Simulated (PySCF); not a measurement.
Structure elucidation problem

The spectra below were simulated for a compound C7H4FN.

¹H NMR (300 MHz, computed): δ 7.78 (ddd, J = 8.6, 2.5, 1.2 Hz, 1H), 7.75 (m, 1H), 7.69 (m, 1H), 7.65 (m, 1H).

¹³C{¹H} NMR (computed): δ 167.6 (C, d, J = 320.0 Hz), 137.8 (CH, d, J = 5.5 Hz), 137.5 (CH), 129.2 (CH, d, J = 21.6 Hz), 128.0 (CH, d, J = 18.8 Hz), 123.1 (C), 122.4 (C, d, J = 6.0 Hz).

- B3LYP/pcJ-1 coupling constants (spin–dipole term only in couplings to heteroatoms)
- geometry: PBE0-D3(BJ)/def2-SVP
- shielding tensors at HF/pcSseg-1 (GIAO)
- program: PySCF
- single conformer, non-relativistic Hamiltonian, isolated molecule

Shifts are taken against calculated references (same method and geometry level): ¹H (31.69 ppm), ¹³C (190.85 ppm) vs TMS.

**Question.** Deduce the structure.

**Answer.** 
1. Rings plus π bonds: 6 (1 ring in the answer).
2. 7 carbon signals for 7 carbons: no two carbons are equivalent.
3. Carbon types of the structure: 3 × C, 4 × CH, which accounts for all hydrogens.
4. δC 167.6: aromatic carbon bearing fluorine; σ withdrawal by the attached heteroatom moves it downfield of the ring CH carbons.
5. δC 137.8, 137.5, 129.2, 128.0: aromatic CH; the aromatic region.
6. δC 123.1: nitrile carbon; C≡N carbons fall here, among the sp2 signals but without a proton.
7. δC 122.4: substituted aromatic carbon.
8. δH 7.78, 7.75, 7.69, 7.65: hydrogen on an aromatic CH; ring-current deshielding.

Structure: `N#Cc1cccc(F)c1`.

This is the structure that produced the data.

C–F couplings over four or more bonds (about 3 Hz to the para carbon of a fluoroarene) are left out. Common functionals overestimate the size of one-bond C–F couplings by tens of Hz; these are unscaled. Splittings below 1 Hz are ignored in the labels, and close J values are merged. Unscaled 3J(H,H) at this level run about 10 % above measured values. Shifts are as computed. Against solution values, carbons near 30 ppm lie about -0 ppm off and those near 130 ppm about +7 ppm. Of 1211 compounds with measured shifts, 218 miss one by over three times the rms of a fit or turn the order of signals round; such compounds aren't used in these exercises.
